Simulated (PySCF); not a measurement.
Computed shifts of a molecule C₄H₃FOS, PBE0/pcSseg-1 in PySCF, GIAO, gas phase, equivalent atoms averaged, in ppm (number of nuclei): ¹³C: 168.7 (1), 166.1 (1), 102.4 (1), 94.5 (1). ¹⁹F: -130.8 (1). ¹H: 6.49 (1), 5.90 (1), 4.26 (1). References: ¹⁷O against H2O (σ = 334.2 ppm); ¹³C against TMS (σ = 186.3 ppm); ¹⁹F against CFCl3 (σ = 167.2 ppm); ³³S against H2S (σ = 716.7 ppm); ¹H against TMS (σ = 31.56 ppm), references at their B3LYP-D3(BJ)/def2-TZVP geometries, non-relativistic. Coordinates come from a ωB97X-D3(BJ)/def2-SVP optimisation. Other conformers were not sampled.

Identify the compound among the candidates.
(A) Oc1cc(F)cs1
(B) Oc1sccc1F
(C) Fc1occc1S
(D) Fc1cc(S)co1

A, Oc1cc(F)cs1
